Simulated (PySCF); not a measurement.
C4H7NS, SMILES C(N)=C=CSC.

The structure is a stationary point at r2SCAN-D4/def2-SVP. The structure was generated by enumeration; whether it is a known compound was not checked. One conformer was computed; it need not be the lowest.

Calculation: TDDFT-PBE/def2-SVPD (PySCF).

Vertical excitations. 

Computed excitation energies, oscillator strengths and character:
```tsv
state	energy (eV)	λ (nm)	f	main pairs
S1	4.12	301	0.000	HOMO−1→LUMO 94 %
S2	4.36	285	0.018	HOMO→LUMO+1 72 %, HOMO→LUMO 24 %
S3	4.47	277	0.065	HOMO→LUMO 51 %, HOMO→LUMO+1 22 %, HOMO−1→LUMO+1 8 %
S4	4.74	261	0.001	HOMO→LUMO+2 60 %, HOMO−1→LUMO+2 35 %
S5	4.81	258	0.013	HOMO−1→LUMO+2 62 %, HOMO→LUMO+2 30 %
S6	5.19	239	0.100	HOMO−1→LUMO+3 72 %, HOMO−1→LUMO+1 23 %
S7	5.25	236	0.008	HOMO→LUMO+3 87 %
S8	5.54	224	0.279	HOMO−1→LUMO+1 35 %, HOMO−1→LUMO+3 19 %, HOMO→LUMO+4 13 %, HOMO−1→LUMO+5 11 %
S9	5.63	220	0.005	HOMO−1→LUMO+4 59 %, HOMO→LUMO+4 34 %
S10	5.66	219	0.142	HOMO→LUMO+4 30 %, HOMO−1→LUMO+4 29 %, HOMO→LUMO+5 18 %, HOMO−1→LUMO+1 7 %
T1	3.51	354	0	HOMO→LUMO 91 %
T2	3.81	326	0	HOMO−1→LUMO+1 89 %
T3	3.84	323	0	HOMO−1→LUMO 93 %
T4	4.11	302	0	HOMO→LUMO+1 91 %
```
Triplets are in the Tamm–Dancoff approximation, which puts them higher than full response would, so one can lie above its singlet here.
